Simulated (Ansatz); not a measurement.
Calculated with Ansatz (gas phase, PBE0-D4/def2-TZVP geometries, no zero-point term in ΔE). CCSD(T)/CBS is the MP2 limit (def2-TZVPP, def2-QZVPP) plus CCSD(T) − MP2 in def2-TZVPP, frozen cores. This one scheme is used for every species. Functionals use def2-TZVPP. B3LYP here is the variant with VWN-RPA as its local correlation; programs differ in this. HSE06 is defined as in plane-wave codes. For Ge outer-core shells are correlated without core-valence functions, which leaves a few kJ/mol of doubt a bond. Scalar relativity is left out up to krypton. Each species was taken in one conformer, which may not be the lowest.

Consider the β-hydride elimination: `CO[SiH](F)[GeH3]` → `F[SiH2][GeH3]` + `C=O`.

`CO[SiH](F)[GeH3]`:

Cartesian coordinates in Å:
```
C 0.371 1.639 -1.577
O 0.474 0.796 -0.447
Si -0.430 -0.534 -0.193
F -0.036 -1.687 -1.235
Ge 0.034 -1.276 2.013
H 0.785 2.614 -1.315
H 0.938 1.228 -2.416
H -0.672 1.772 -1.886
H -1.860 -0.230 -0.474
H -0.403 -0.206 3.027
H -0.737 -2.572 2.313
H 1.536 -1.543 2.190
```

`F[SiH2][GeH3]`:

Cartesian coordinates in Å:
```
F 0.717 1.666 1.389
Si 0.393 0.118 1.115
Ge -0.397 -0.149 -1.114
H 1.643 -0.653 1.339
H -0.629 -0.313 2.103
H -1.688 0.653 -1.339
H -0.696 -1.637 -1.363
H 0.658 0.314 -2.130
```

`C=O`:

```xyz
4

C     0.003    0.004   -0.001
O    -0.729   -0.907    0.252
H     0.658    0.463    0.767
H     0.068    0.441   -1.018
```

```json
{"level": "LDA (SPW92)", "ΔE (kJ/mol)": "254.4", "difference from CCSD(T)/CBS": "35.0"}
{"level": "PBE-D4", "ΔE (kJ/mol)": "210.2", "difference from CCSD(T)/CBS": "-9.2"}
{"level": "revPBE-D4", "ΔE (kJ/mol)": "201.5", "difference from CCSD(T)/CBS": "-17.9"}
{"level": "BLYP-D4", "ΔE (kJ/mol)": "197.0", "difference from CCSD(T)/CBS": "-22.4"}
{"level": "r2SCAN-D4", "ΔE (kJ/mol)": "223.7", "difference from CCSD(T)/CBS": "4.3"}
{"level": "PBE0-D4", "ΔE (kJ/mol)": "224.5", "difference from CCSD(T)/CBS": "5.1"}
{"level": "r2SCANh-D4", "ΔE (kJ/mol)": "227.7", "difference from CCSD(T)/CBS": "8.3"}
{"level": "HSE06-D4", "ΔE (kJ/mol)": "224.2", "difference from CCSD(T)/CBS": "4.8"}
{"level": "BHLYP-D4", "ΔE (kJ/mol)": "227.7", "difference from CCSD(T)/CBS": "8.3"}
{"level": "CAM-B3LYP-D4", "ΔE (kJ/mol)": "224.1", "difference from CCSD(T)/CBS": "4.7"}
{"level": "ωB97X-V", "ΔE (kJ/mol)": "220.7", "difference from CCSD(T)/CBS": "1.3"}
{"level": "B2PLYP", "ΔE (kJ/mol)": "208.1", "difference from CCSD(T)/CBS": "-11.3"}
{"level": "PBE-QIDH", "ΔE (kJ/mol)": "229.3", "difference from CCSD(T)/CBS": "9.9"}
{"level": "PBE", "ΔE (kJ/mol)": "202.0", "difference from CCSD(T)/CBS": "-17.4"}
{"level": "revPBE", "ΔE (kJ/mol)": "179.6", "difference from CCSD(T)/CBS": "-39.8"}
{"level": "BLYP", "ΔE (kJ/mol)": "179.9", "difference from CCSD(T)/CBS": "-39.5"}
{"level": "r2SCAN", "ΔE (kJ/mol)": "221.3", "difference from CCSD(T)/CBS": "1.9"}
{"level": "PBE0", "ΔE (kJ/mol)": "217.3", "difference from CCSD(T)/CBS": "-2.1"}
{"level": "B3LYP", "ΔE (kJ/mol)": "199.0", "difference from CCSD(T)/CBS": "-20.4"}
{"level": "r2SCANh", "ΔE (kJ/mol)": "225.2", "difference from CCSD(T)/CBS": "5.8"}
{"level": "r2SCAN0", "ΔE (kJ/mol)": "230.9", "difference from CCSD(T)/CBS": "11.5"}
{"level": "HSE06", "ΔE (kJ/mol)": "217.4", "difference from CCSD(T)/CBS": "-2.0"}
{"level": "BHLYP", "ΔE (kJ/mol)": "217.5", "difference from CCSD(T)/CBS": "-1.9"}
{"level": "CAM-B3LYP", "ΔE (kJ/mol)": "216.7", "difference from CCSD(T)/CBS": "-2.7"}
{"level": "LC-ωPBE", "ΔE (kJ/mol)": "223.4", "difference from CCSD(T)/CBS": "4.0"}
{"level": "RPA@PBE/def2-TZVPP", "ΔE (kJ/mol)": "197.2", "difference from CCSD(T)/CBS": "-22.2"}
{"level": "HF/def2-SVP", "ΔE (kJ/mol)": "188.5", "difference from CCSD(T)/CBS": "-30.9"}
{"level": "MP2/def2-SVP", "ΔE (kJ/mol)": "195.8", "difference from CCSD(T)/CBS": "-23.6"}
{"level": "CCSD/def2-SVP", "ΔE (kJ/mol)": "187.5", "difference from CCSD(T)/CBS": "-31.9"}
{"level": "CCSD(T)/def2-SVP", "ΔE (kJ/mol)": "184.7", "difference from CCSD(T)/CBS": "-34.7"}
{"level": "HF/def2-TZVPP", "ΔE (kJ/mol)": "198.0", "difference from CCSD(T)/CBS": "-21.4"}
{"level": "MP2/def2-TZVPP", "ΔE (kJ/mol)": "222.7", "difference from CCSD(T)/CBS": "3.3"}
{"level": "SCS-MP2/def2-TZVPP", "ΔE (kJ/mol)": "210.5", "difference from CCSD(T)/CBS": "-8.9"}
{"level": "CCSD/def2-TZVPP", "ΔE (kJ/mol)": "213.6", "difference from CCSD(T)/CBS": "-5.8"}
{"level": "CCSD(T)/def2-TZVPP", "ΔE (kJ/mol)": "212.8", "difference from CCSD(T)/CBS": "-6.6"}
{"level": "MP2/def2-QZVPP", "ΔE (kJ/mol)": "226.7", "difference from CCSD(T)/CBS": "7.3"}
{"level": "SCS-MP2/def2-QZVPP", "ΔE (kJ/mol)": "214.2", "difference from CCSD(T)/CBS": "-5.2"}
{"level": "HF/CBS(def2)", "ΔE (kJ/mol)": "198.6", "difference from CCSD(T)/CBS": "-20.8"}
{"level": "MP2/CBS(def2)", "ΔE (kJ/mol)": "229.3", "difference from CCSD(T)/CBS": "9.9"}
{"level": "CCSD/CBS(def2)", "ΔE (kJ/mol)": "220.2", "difference from CCSD(T)/CBS": "0.8"}
{"level": "CCSD(T)/CBS", "ΔE (kJ/mol)": "219.4", "difference from CCSD(T)/CBS": "0"}
```

Largest T1 diagnostic among the species: 0.015.

The D4 term adds +13.0 kJ/mol with B3LYP and +7.1 kJ/mol with PBE0; it sums over pairs of atoms, weighted by their polarisabilities, and B3LYP, whose exchange is more repulsive, gets the larger term. From PBE to PBE0 (25 % exact exchange), in def2-TZVPP and without D4, ΔE moves by +15.3 kJ/mol.

CCSD(T)/CBS has its own doubt, a few kJ/mol and more with outer-core shells, so smaller differences from it don't rank the levels.
